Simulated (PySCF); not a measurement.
Si(H)(F)(Br)(vinyl) (C2H4BrFSi), SMILES F[SiH](Br)C=C. Geometry: B3LYP-D3(BJ)/def2-SVP. This is a generated structure with no PubChem entry under its InChIKey; it may be hypothetical. Other conformers were not sampled.

### Question
Give the equilibrium geometry at B3LYP-D3(BJ)/def2-SVP (PySCF confirms it by a frequency run) as a Z-matrix. (An estimate is asked for; the answer gives what the named calculation found.)

### Answer
Several could match; the one computed here: 
```
C
C 1 1.3405
H 2 1.0951 1 121.51
H 2 1.0955 3 116.49 1 -179.76
H 1 1.0973 2 119.42 3 -179.51
Si 1 1.8501 5 118.96 2 -179.40
F 6 1.6262 1 107.62 5 177.63
H 6 1.4802 7 107.84 3 -123.40
Br 6 2.2312 8 107.43 7 116.83
```
